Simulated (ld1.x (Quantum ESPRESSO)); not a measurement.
Varying the TM potential for selenium

Base potential:

```
Element                 : selenium
Generator               : ld1.x (Quantum ESPRESSO) 7.5
Type                    : norm-conserving Troullier–Martins (Kleinman–Bylander form)
Functional              : PBE
Relativity              : scalar-relativistic
Frozen core             : [Ar] 3d10
Valence charge          : 6
Reference configuration : 4s2 4p1 (charge +3)
Partial waves           : 4s (bound): rc 1.40 bohr; 4p (bound): rc 1.25 bohr; 4d channel at 0.1 Ry: rc 1.05 bohr
Local potential         : the d channel
Core correction         : a·sin(br)/r model core inside 0.55 bohr
```

Cutoffs, loose and tight: the cutoffs (Ry, on a coarse ladder) from which the occupation-weighted sum of valence levels, in a spherical-Bessel basis at the reference potential, stays within 10 and 1 mRy of its value at 400 Ry. They do not see the model core or the augmentation charge, which bear on the density cutoff. Test errors are all-electron minus pseudo excitation energies from the reference, over the configurations 4s2 4p4; 4s2 4p3; 4s2 4p2; 4s2 4p0; 4s0 4p6; 4s2 4p3.5; 4s1 4p4. A dash means not determined; rows that change the core or the reference have their own tests. The largest error is taken over the tests solved by every variant that gives reliable tests at all: 4s0 4p6; 4s1 4p4; 4s2 4p0; 4s2 4p2; 4s2 4p3; 4s2 4p3.5.

A true bound ghost makes a file unfit for plane-wave use even where its test errors are small: the radial tests pick states by their node count and pass the ghost by.

| change | outcome | cutoff, loose | cutoff, tight | bound ghosts | largest test error (meV) |
| --- | --- | --- | --- | --- | --- |
| base | generated | 50 Ry | 110 Ry | s, p | +42 |
| all radii but the core radius scaled by about 0.79 (s 1.10, p 0.98, d 0.84 bohr) | failed: run_pseudo: Errors in PS-KS equation | – | – | – | – |
| all radii but the core radius scaled by about 0.86 (s 1.22, p 1.08, d 0.90 bohr) | generated | 200 Ry | over 300 Ry | s, p | -41 |
| all radii but the core radius scaled by about 1.39 (s 1.94, p 1.74, d 1.46 bohr) | generated | 30 Ry | 45 Ry | p | -31 |

What comes out with this change to the base: all radii but the core radius scaled by about 1.24 (s 1.74, p 1.56, d 1.30 bohr)?

outcome: generated; cutoff, loose: 35 Ry; cutoff, tight: 50 Ry; bound ghosts: p; largest test error (meV): -24.

What comes out with this change to the base: all radii but the core radius scaled by about 1.06 (s 1.48, p 1.32, d 1.12 bohr)?

outcome: generated; cutoff, loose: 55 Ry; cutoff, tight: 100 Ry; bound ghosts: s, p; largest test error (meV): +29.

What comes out with this change to the base: all radii but the core radius scaled by about 1.17 (s 1.64, p 1.46, d 1.22 bohr)?

outcome: generated; cutoff, loose: 45 Ry; cutoff, tight: 60 Ry; bound ghosts: s, p; largest test error (meV): -24.

Reading the sweep of the scale of all radii but the core radius (base = 1) (base included, trends over the rows without a ghost): Bound ghosts are found at 0.86, 1, 1.06, 1.17, 1.24, 1.39. Every judged row has one, so this setting neither creates nor removes them. The generation fails at 0.79.
